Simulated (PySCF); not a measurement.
## Ba⁴³⁺: ionisation energy

Ba⁴³⁺ [Ne] 3s2 3p1 (2P) → Ba⁴⁴⁺ [Ne] 3s2 (1S), as a difference of total energies. Calculation: PySCF 2.14, in an even-tempered Gaussian basis (16 s from 8 bohr⁻², ratio 2.5; 10 p from 10 bohr⁻², ratio 2.5; 4 d from 42 bohr⁻², ratio 2.7; 4 f from 63 bohr⁻², ratio 2.7); the non-relativistic Hamiltonian (point nucleus). Correlated levels: outer shells: 1s2 frozen; virtual orbitals above 40 to 60 times the deepest correlated orbital energy dropped. The calculations carry no spin-orbit coupling.

```json
{"method": "UHF", "ionisation energy (eV)": "3236.4"}
{"method": "MP2 (outer shells)", "ionisation energy (eV)": "3236.6"}
{"method": "SCS-MP2 (outer shells)", "ionisation energy (eV)": "3236.4"}
{"method": "CCSD (outer shells)", "ionisation energy (eV)": "3236.4"}
{"method": "CCSD(T) (outer shells)", "ionisation energy (eV)": "3236.4"}
```

A first-order spin-orbit estimate (lowest level to lowest level, LS coupling) adds 50.206 eV.

The gap to the reference is mostly relativistic.

First order in ζ underestimates the shift of j = l − 1/2 levels at high Z.

For comparison: 3363 ± 4 eV (theoretical estimate listed by NIST; NIST Atomic Spectra Database, ionization energies).
